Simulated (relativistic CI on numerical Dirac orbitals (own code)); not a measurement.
**Ni3+: resonant inelastic scattering at the M2,3 edge**

Computed with this model: Dirac-Coulomb-Breit CI, orbitals from a KLI potential per configuration, QED by a radiative potential, valence Slater integrals scaled by 0.8, Kramers-Heisenberg scattering through one core-hole configuration in a parametric crystal field; configurations [Ar] 3d7 → [Ne] 3s2 3p5 3d8; 300 K; core-hole width 0.8 eV; summed over polarisations. Incident energies are the highest absorption maxima for each field (at most a few, so the weaker spin-orbit partner edge can be absent), on the computed scale of the free ion. Intensities are in per cent of the strongest line above 0.02 eV; levels within 1 cm⁻¹ are merged; final levels count from the ground level, the first row holds all elastic scattering, lines under 0.4 are left out and each table stops after 24 rows. The scale of the Slater integrals is a model choice and moves the terms in proportion.

Field parameters in Wybourne normalisation: D4h B²₀ = −7Ds, B⁴₀ = 21(Dq − Dt), B⁴₄ = 21√(5/14) Dq. The field is a parameter set, without covalency.

S is read from ⟨S²⟩ = S(S + 1).

D4h, 10Dq = 25550, Ds = -1500, Dt = -260 cm⁻¹:

| Final level (eV) | Degeneracy | Irrep | S | 79 eV | 79.9 eV | 80.8 eV |
| --- | --- | --- | --- | --- | --- | --- |
| 0.000 | 2 | Γ7 | 0.52 | 187.3 | 255.5 | 106.5 |
| 0.845 | 2 | Γ6 | 0.65 | 99.1 | 51.5 | 47.0 |
| 1.027 | 2 | Γ6 | 1.45 | 10.5 | 7.1 | 4.7 |
| 1.057 | 2 | Γ6 | 1.49 | 0.4 | 1.6 | 0.7 |
| 1.100 | 2 | Γ7 | 1.50 | 5.2 | 2.9 | 1.2 |
| 1.153 | 2 | Γ7 | 1.49 | 8.4 | 9.2 | 2.9 |
| 1.438 | 2 | Γ7 | 1.50 | 2.7 | 1.5 | 0.2 |
| 1.460 | 2 | Γ6 | 1.48 | 9.0 | 5.9 | 4.5 |
| 3.032 | 2 | Γ7 | 0.52 | 43.5 | 16.8 | 12.1 |
| 3.225 | 2 | Γ7 | 0.50 | 93.7 | 100.0 | 43.5 |
| 3.233 | 2 | Γ6 | 0.51 | 53.8 | 74.5 | 42.5 |
| 3.650 | 2 | Γ6 | 0.56 | 10.3 | 12.3 | 27.7 |
| 3.700 | 2 | Γ7 | 0.56 | 67.6 | 63.8 | 29.5 |
| 3.726 | 2 | Γ6 | 0.52 | 18.9 | 15.7 | 32.4 |
| 4.111 | 2 | Γ6 | 1.49 | 2.8 | 1.4 | 1.0 |
| 4.117 | 2 | Γ7 | 0.54 | 35.6 | 44.1 | 26.0 |
| 4.138 | 2 | Γ6 | 1.45 | 2.5 | 2.0 | 2.8 |
| 4.157 | 2 | Γ7 | 1.47 | 9.4 | 7.1 | 4.0 |
| 4.168 | 2 | Γ6 | 0.59 | 18.0 | 34.2 | 20.5 |
| 4.169 | 2 | Γ7 | 1.49 | 2.3 | 1.1 | 0.7 |
| 4.486 | 2 | Γ7 | 1.49 | 5.2 | 3.8 | 2.1 |
| 4.494 | 2 | Γ6 | 1.47 | 5.4 | 7.0 | 2.6 |
| 4.573 | 2 | Γ6 | 0.51 | 11.2 | 9.8 | 9.9 |
| 5.458 | 2 | Γ6 | 1.50 | 0.5 | 2.7 | 0.8 |

D4h, 10Dq = 25550, Ds = -860, Dt = -260 cm⁻¹:

| Final level (eV) | Degeneracy | Irrep | S | 79 eV | 79.8 eV | 80.7 eV |
| --- | --- | --- | --- | --- | --- | --- |
| 0.000 | 2 | Γ7 | 0.52 | 151.3 | 172.4 | 90.7 |
| 0.553 | 2 | Γ6 | 0.56 | 100.0 | 50.1 | 40.9 |
| 0.932 | 2 | Γ6 | 1.49 | 1.5 | 1.5 | 0.8 |
| 0.972 | 2 | Γ6 | 1.50 | 0.9 | 0.5 | 0.2 |
| 1.010 | 2 | Γ7 | 1.50 | 3.8 | 2.0 | 0.9 |
| 1.075 | 2 | Γ7 | 1.49 | 6.6 | 6.5 | 2.7 |
| 1.160 | 2 | Γ7 | 1.50 | 2.1 | 1.4 | 0.3 |
| 1.185 | 2 | Γ6 | 1.48 | 8.3 | 5.5 | 3.7 |
| 3.007 | 2 | Γ7 | 0.52 | 34.6 | 15.4 | 9.2 |
| 3.199 | 2 | Γ7 | 0.50 | 78.7 | 74.6 | 44.9 |
| 3.201 | 2 | Γ6 | 0.51 | 50.2 | 53.1 | 40.6 |
| 3.408 | 2 | Γ6 | 0.51 | 20.6 | 15.5 | 36.3 |
| 3.524 | 2 | Γ6 | 0.55 | 5.0 | 13.1 | 14.4 |
| 3.556 | 2 | Γ7 | 0.55 | 58.8 | 53.4 | 19.8 |
| 3.993 | 2 | Γ6 | 1.50 | 1.9 | 0.9 | 0.6 |
| 4.020 | 2 | Γ6 | 1.48 | 0.8 | 0.5 | 0.8 |
| 4.037 | 2 | Γ7 | 1.47 | 5.9 | 4.5 | 2.7 |
| 4.051 | 2 | Γ7 | 1.48 | 1.7 | 1.7 | 0.9 |
| 4.095 | 2 | Γ7 | 0.55 | 16.7 | 16.3 | 18.6 |
| 4.146 | 2 | Γ6 | 0.57 | 10.6 | 15.7 | 16.2 |
| 4.300 | 2 | Γ6 | 0.51 | 6.1 | 6.0 | 9.5 |
| 4.335 | 2 | Γ7 | 1.49 | 3.3 | 2.5 | 1.9 |
| 4.345 | 2 | Γ6 | 1.46 | 4.1 | 5.1 | 3.2 |
| 5.601 | 2 | Γ6 | 1.49 | 0.4 | 2.8 | 0.7 |

D4h, 10Dq = 25550, Ds = -210, Dt = -260 cm⁻¹:

```tsv
Final level (eV)	Degeneracy	Irrep	S	78.8 eV	79.7 eV	80.6 eV
0.000	2	Γ7	0.52	142.3	132.5	89.5
0.250	2	Γ6	0.54	100.0	52.8	37.1
0.789	2	Γ6	1.50	1.4	0.4	0.6
0.824	2	Γ7	1.50	2.0	1.0	0.3
0.882	2	Γ6	1.50	2.8	1.1	0.6
0.960	2	Γ6	1.48	4.8	5.0	2.5
0.970	2	Γ7	1.50	3.4	1.3	0.7
0.997	2	Γ7	1.49	7.2	5.9	3.1
2.969	2	Γ7	0.52	31.2	16.7	8.1
3.079	2	Γ6	0.51	55.7	19.1	18.6
3.156	2	Γ7	0.50	76.2	60.4	49.4
3.180	2	Γ6	0.51	19.5	38.8	59.9
3.353	2	Γ6	0.55	4.6	15.9	12.6
3.381	2	Γ7	0.54	53.0	46.2	15.0
3.862	2	Γ6	1.49	1.4	0.8	0.3
3.887	2	Γ6	1.48	0.9	0.6	0.6
3.903	2	Γ7	1.48	5.2	3.1	2.0
3.920	2	Γ7	1.49	1.5	1.2	0.7
4.002	2	Γ6	0.53	9.3	9.4	7.0
4.051	2	Γ7	0.54	11.4	9.4	15.2
4.109	2	Γ6	0.63	1.4	3.0	14.8
4.182	2	Γ7	1.49	2.7	1.6	1.8
4.193	2	Γ6	1.42	4.1	3.9	5.1
5.672	2	Γ7	0.89	19.7	12.3	4.0
```

For the first field the strongest loss at the lowest incident energy is the level at 0.84 eV (S = 0.65, against 0.52 in the thermal ground state). Levels of other spin, the first over 8 % at 1.03 eV, appear because spin-orbit coupling of the core hole, and in heavier ions of the valence shell too, mixes spins.
